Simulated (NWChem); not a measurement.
The numbers come from NWChem runs, not from measurements. System: PGME (C₄H₁₀O₂), charge 0, spin multiplicity 1, at a geometry optimised with PBE/def2-SVP. Level: PBE/def2-SVP.

The NWChem input:

```
start mol
memory heap 200 mb stack 900 mb global 1100 mb
geometry units angstroms nocenter noautoz noautosym
  C      2.542334     0.543867    -0.185002
  O      1.366169    -0.136143     0.184632
  C      0.239763     0.190300    -0.611760
  C     -0.968272    -0.496918     0.026651
  C     -2.275388    -0.139627    -0.665749
  O     -1.058923    -0.115066     1.389236
  H      2.425968     1.653383    -0.118378
  H      3.346936     0.229560     0.508363
  H      2.857804     0.297074    -1.227872
  H      0.076820     1.297974    -0.622027
  H      0.382525    -0.144344    -1.669823
  H     -0.798827    -1.602282    -0.061388
  H     -2.451167     0.954688    -0.621246
  H     -2.270982    -0.460717    -1.726648
  H     -3.120437    -0.639498    -0.153535
  H     -0.137231    -0.161892     1.716779
end
basis spherical
  * library def2-svp
end
dft
  xc xpbe96 cpbe96
  semidirect memsize 60000000 filesize 0
  iterations 100
end
task dft energy
```

NWChem printed:

```
             Northwest Computational Chemistry Package (NWChem) 7.3.0
             --------------------------------------------------------

                                NWChem Input Module
                                -------------------

 Scaling coordinates for geometry "geometry" by  1.889725989
 (inverse scale =  0.529177249)

                             Geometry "geometry" -> ""
                             -------------------------

 Output coordinates in angstroms (scale by  1.889725989 to convert to a.u.)

  No.       Tag          Charge          X              Y              Z
 ---- ---------------- ---------- -------------- -------------- --------------
    1 C                    6.0000     2.54233400     0.54386700    -0.18500200
    2 O                    8.0000     1.36616900    -0.13614300     0.18463200
    3 C                    6.0000     0.23976300     0.19030000    -0.61176000
    4 C                    6.0000    -0.96827200    -0.49691800     0.02665100
    5 C                    6.0000    -2.27538800    -0.13962700    -0.66574900
    6 O                    8.0000    -1.05892300    -0.11506600     1.38923600
    7 H                    1.0000     2.42596800     1.65338300    -0.11837800
    8 H                    1.0000     3.34693600     0.22956000     0.50836300
    9 H                    1.0000     2.85780400     0.29707400    -1.22787200
   10 H                    1.0000     0.07682000     1.29797400    -0.62202700
   11 H                    1.0000     0.38252500    -0.14434400    -1.66982300
   12 H                    1.0000    -0.79882700    -1.60228200    -0.06138800
   13 H                    1.0000    -2.45116700     0.95468800    -0.62124600
   14 H                    1.0000    -2.27098200    -0.46071700    -1.72664800
   15 H                    1.0000    -3.12043700    -0.63949800    -0.15353500
   16 H                    1.0000    -0.13723100    -0.16189200     1.71677900

 Effective nuclear repulsion energy (a.u.)     260.6333097692

            Nuclear Dipole moment (a.u.)
            ----------------------------
        X                 Y               Z
 ---------------- ---------------- ----------------
    -0.0000018897     0.0000113384     0.0000170075


 Summary of "ao basis" -> "" (spherical)
 ------------------------------------------------------------------------------
       Tag                 Description            Shells   Functions and Types
 ---------------- ------------------------------  ------  ---------------------
 *                          def2-svp                  on all atoms

  pbe96 is a nonlocal functional; adding pw91lda local functional.

                                 NWChem DFT Module
                                 -----------------

 Summary of "ao basis" -> "ao basis" (spherical)
 ------------------------------------------------------------------------------
       Tag                 Description            Shells   Functions and Types
 ---------------- ------------------------------  ------  ---------------------
 C                          def2-svp                 6       14   3s2p1d
 O                          def2-svp                 6       14   3s2p1d
 H                          def2-svp                 3        5   2s1p

 Summary of "ao basis" -> "ao basis" (spherical)
 ------------------------------------------------------------------------------
       Tag                 Description            Shells   Functions and Types
 ---------------- ------------------------------  ------  ---------------------
[...]
 ---------------- ----- ----------------- --------- --------- ---------  ------
 d= 0,ls=0.0,diis     1   -306.0406483043 -5.67D+02  6.18D+00  3.09D+00     3.4
 d= 0,ls=0.0,diis     2   -307.3710852814 -1.33D+00  1.83D-02  7.40D+00     4.5
 d= 0,ls=0.0,diis     3   -308.2295431078 -8.58D-01  6.08D-03  2.83D-01     5.5
 d= 0,ls=0.0,diis     4   -308.2412293450 -1.17D-02  2.89D-03  2.01D-01     6.4
 d= 0,ls=0.0,diis     5   -308.2599715115 -1.87D-02  7.26D-04  1.21D-02     7.4
  Resetting Diis
 d= 0,ls=0.0,diis     6   -308.2612030790 -1.23D-03  1.94D-04  1.17D-03     8.4
 d= 0,ls=0.0,diis     7   -308.2613163737 -1.13D-04  1.24D-04  9.35D-05     9.5
 d= 0,ls=0.0,diis     8   -308.2612958659  2.05D-05  8.06D-05  3.01D-04    10.5
 d= 0,ls=0.0,diis     9   -308.2613261226 -3.03D-05  1.34D-05  3.68D-06    11.5
 d= 0,ls=0.0,diis    10   -308.2613265078 -3.85D-07  3.04D-06  1.61D-07    12.5

         Total DFT energy =     -308.261326507756
      One electron energy =     -935.791815852570
           Coulomb energy =      409.052842811854
    Exchange-Corr. energy =      -42.155663236194
 Nuclear repulsion energy =      260.633309769154

 Numeric. integr. density =       49.999997616877

     Total iterative time =     12.2s

                       DFT Final Molecular Orbital Analysis
                       ------------------------------------

 Vector   23  Occ=2.000000D+00  E=-2.732039D-01
              MO Center= -9.9D-01, -1.6D-01,  6.5D-01, r^2= 2.5D+00
   Bfn.  Coefficient  Atom+Function         Bfn.  Coefficient  Atom+Function
  ----- ------------  ---------------      ----- ------------  ---------------
    74      0.367483   6 O  px               46     -0.255337   4 C  px
    73     -0.234401   6 O  s                77      0.225694   6 O  px
    76     -0.209767   6 O  pz               60      0.199013   5 C  px
   130      0.196042  16 H  s                59      0.189646   5 C  s
    32      0.163777   3 C  px               79     -0.159237   6 O  pz

 Vector   24  Occ=2.000000D+00  E=-2.210065D-01
              MO Center=  1.4D+00,  1.3D-01, -1.4D-01, r^2= 1.9D+00
   Bfn.  Coefficient  Atom+Function         Bfn.  Coefficient  Atom+Function
  ----- ------------  ---------------      ----- ------------  ---------------
    19      0.434948   2 O  py               20      0.340919   2 O  pz
    22      0.322483   2 O  py               23      0.250783   2 O  pz
   105      0.178018  11 H  s                85     -0.175124   7 H  s
    95      0.175276   9 H  s               100     -0.174875  10 H  s
    86     -0.157815   7 H  s               106      0.156103  11 H  s

 Vector   25  Occ=2.000000D+00  E=-2.081022D-01
              MO Center= -9.3D-01, -2.6D-01,  9.7D-01, r^2= 1.7D+00
   Bfn.  Coefficient  Atom+Function         Bfn.  Coefficient  Atom+Function
  ----- ------------  ---------------      ----- ------------  ---------------
    75      0.546498   6 O  py               78      0.406366   6 O  py
   110      0.229608  12 H  s               111      0.179848  12 H  s
    47     -0.164579   4 C  py               76     -0.157137   6 O  pz
    79     -0.134271   6 O  pz               32      0.129027   3 C  px
    35      0.123933   3 C  px               30     -0.107467   3 C  s

 Vector   26  Occ=0.000000D+00  E= 3.199814D-02
              MO Center=  1.1D+00,  4.7D-01, -6.1D-01, r^2= 6.7D+00
   Bfn.  Coefficient  Atom+Function         Bfn.  Coefficient  Atom+Function
  ----- ------------  ---------------      ----- ------------  ---------------
     3      1.193605   1 C  s                31      1.008951   3 C  s
   106     -0.795652  11 H  s                86     -0.723296   7 H  s
    96     -0.721215   9 H  s               101     -0.660320  10 H  s
    91     -0.526772   8 H  s                59      0.488639   5 C  s
     7      0.407095   1 C  px               37     -0.406185   3 C  pz

 Vector   27  Occ=0.000000D+00  E= 4.855519D-02
              MO Center= -7.9D-01, -2.6D-01, -8.2D-01, r^2= 8.7D+00
   Bfn.  Coefficient  Atom+Function         Bfn.  Coefficient  Atom+Function
  ----- ------------  ---------------      ----- ------------  ---------------
    59      1.597081   5 C  s                 3     -0.971500   1 C  s
   121     -0.925105  14 H  s               126     -0.784032  15 H  s
    45      0.769298   4 C  s               111     -0.732194  12 H  s
   116     -0.601488  13 H  s                86      0.541668   7 H  s
    96      0.492476   9 H  s               106     -0.473406  11 H  s

 Vector   28  Occ=0.000000D+00  E= 6.247631D-02
              MO Center=  4.3D-01,  2.7D-01,  3.0D-01, r^2= 7.3D+00
   Bfn.  Coefficient  Atom+Function         Bfn.  Coefficient  Atom+Function
  ----- ------------  ---------------      ----- ------------  ---------------
     3      1.252686   1 C  s               131      0.719731  16 H  s
    17     -0.672796   2 O  s                59      0.671563   5 C  s
    86     -0.579710   7 H  s               116     -0.552721  13 H  s
    73     -0.547731   6 O  s                96     -0.544262   9 H  s
    31      0.532872   3 C  s               111      0.471947  12 H  s

 center of mass
 --------------
 x =  -0.00651543 y =  -0.02961508 z =   0.08259565

 moments of inertia (a.u.)
 ------------------
         247.472302953699        -119.387732370543          21.566887049612
        -119.387732370543        1069.924705633844          19.430679772530
          21.566887049612          19.430679772530         939.881503970668

     Multipole analysis of the density
     ---------------------------------

     L   x y z        total         alpha         beta         nuclear
     -   - - -        -----         -----         ----         -------
     0   0 0 0     -0.000000    -25.000000    -25.000000     50.000000

     1   1 0 0      0.614586      0.307294      0.307294     -0.000002
     1   0 1 0      0.179013      0.089501      0.089501      0.000011
     1   0 0 1     -0.583939     -0.291978     -0.291978      0.000017

     2   2 0 0    -27.068033   -275.442047   -275.442047    523.816062
     2   1 1 0      1.318045    -35.991839    -35.991839     73.301724
     2   1 0 1      1.879714      3.731551      3.731551     -5.583387
     2   0 2 0    -28.579377    -36.700142    -36.700142     44.820906
     2   0 1 1     -0.027175      5.687571      5.687571    -11.402318
     2   0 0 2    -28.868762    -71.793257    -71.793257    114.717753

 Task  times  cpu:       12.5s     wall:       12.5s

 Total times  cpu:       12.5s     wall:       12.5s
```
